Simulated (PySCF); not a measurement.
## Correlation energy of Ga⁺ (gallium, charge +1)

[Ar] 3d10 4s2, closed-shell 1S. Computed with PySCF 2.14 in aug-cc-pVQZ-DK, with the spin-free X2C one-electron Hamiltonian (Gaussian nucleus). Frozen: [Ar] 3d10; 2 electrons correlated.

With two correlated electrons CCSD is exact within the correlated space (frozen core and kept virtual orbitals).

```json
{"level": "CCSD", "correlation energy (mhartree)": "-37.59"}
```

Diagnostics: T1 = 0.0074, D1 = 0.0104, largest double amplitude 0.094.

Task: Is a single reference adequate?

Result: Mostly. T1 lies below 0.03, but a double amplitude of this size points to a near-degeneracy that CCSD handles and MP2 describes poorly.
